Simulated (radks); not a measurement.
Effect of the nuclear size on neutral thulium, [Xe] 4f13 6s2. Calculated with a radial shooting solver on a logarithmic mesh with Libxc functionals: Dirac Kohn-Sham, exchange-only LDA, spin-unpolarised, spherical densities, finite nucleus; open shells are shared between the two j in proportion to 2j + 1; Fermi nuclear charge, rms radius 5.2256 fm. The rms radius is varied about that value; shifts are against it.

rms radius (fm)	total energy shift (eV)	density at nucleus (e/bohr^3)	1s1/2 shift (meV)	2s1/2 shift (meV)	4p1/2 shift (meV)	5s1/2 shift (meV)	5p1/2 shift (meV)	6s1/2 shift (meV)	4f7/2 shift (meV)
4.4156	-10.0	9.946e+05	-4110	-553	0.219	-4.25	0.404	-0.152	0.704
4.9016	-4.16	9.64e+05	-1700	-229	0.090	-1.76	0.167	-0.063	0.292
5.2256	0	9.458e+05	0.000	0.000	0.000	0.000	0.000	0.000	0.000
5.4817	3.42	9.324e+05	1400	188	-0.074	1.45	-0.137	0.052	-0.240
6.1296	12.6	9.018e+05	5150	693	-0.268	5.32	-0.505	0.190	-0.882

Slopes of the eigenvalues against <r^2> in GHz/fm^2, as finite differences over the two radii next to the reference (eigenvalue slopes, not the field-shift constants of lines): 1s1/2 125000, 2s1/2 16800, 4p1/2 -6.57, 5s1/2 129, 5p1/2 -12.2, 6s1/2 4.61, 4f7/2 -21.3.
